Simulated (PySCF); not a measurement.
Compound: C7H7NO.
Atom-mapped SMILES: `[CH2:1]=[C:2]1[CH:3]=[CH:4][CH:5]=[C:6]1[NH:7][CH:8]=[O:9]`

Probes without a nucleus sit at each ring's centroid and 1 Å off its mean plane on both sides; NICS is minus the shielding there, NICSzz its component along the normal. Level: GIAO PBE0/pcSseg-1 (PySCF, non-relativistic, gas phase) on the GFN2-xTB geometry, one conformer.

Ring bond lengths (Å), with Mayer bond orders in brackets: C2–C3 1.461 (1.08), C3–C4 1.344 (1.72), C4–C5 1.453 (1.08), C5–C6 1.350 (1.68), C6–C2 1.479 (1.03).

Task: Give the NICS values of each ring in ppm.

Result: 
```
          ring                                                    type  NICS(0)  NICS(1), two faces  NICS(1)zz, two faces  rms pucker (Å)  centre to ring atoms, mean (Å)
C2–C3–C4–C5–C6  5-membered carbocycle; formal bonds 2 double, 3 single      2.1         -1.4 / -1.4             3.2 / 3.2            0.00                            1.21
```

Task: What can be read from them?

Result: 
- C2–C3–C4–C5–C6: mean NICS(1)zz 3.2 ppm, deshielded. That is too small in size for a clear verdict by the NICS criterion.

Task: And the bond-length index? HOMA = 1 − mean of α(R − Ropt)² over the ring bonds, with Krygowski's 1993 parameters (CC: Ropt 1.388 Å, α 257.7 Å⁻²).

Result: 
- C2–C3–C4–C5–C6: HOMA -0.09 = 1 − EN − GEO, with mean bond length 1.417 Å, EN = α(Ropt − mean)² = 0.224 and GEO = α × variance = 0.865. The geometric and the magnetic index point the same way.

Task: What is the mean of the two in-plane components of NICS at the first NICS(1) probe listed for ring C2–C3–C4–C5–C6, 1 Å off the ring?

Result: The isotropic value is a third of the trace: (3 × -1.4 − (3.2))/2 = -3.7 ppm.

Task: How shielded are the nuclei of the rings and their hydrogens (means over atoms taken as equivalent)?

Result: 
```csv
atoms,environment,σ isotropic (ppm)
C2,fully substituted alkene carbon,30.8
C3,alkene CH carbon,65.1
C4,alkene CH carbon,42.3
C5,alkene CH carbon,62.9
C6,vinylic carbon bearing nitrogen,51.6
H on C3,vinylic hydrogen,25.86
H on C4,vinylic hydrogen,25.02
H on C5,vinylic hydrogen,24.40
```

Hardware: Arm Neoverse V1, one thread, on a shared host. Cost: 34 s, 0.84 GiB resident at most. This is the whole shielding run at PBE0/pcSseg-1, SCF included.

Shape of the structure used: `[CH2:1]=[C:2]1[CH:3]=[CH:4][CH:5]=[C:6]1[NH:7][CH:8]=[O:9]`: C5–C6–N7–C8 0°, C6–N7–C8–O9 0°.
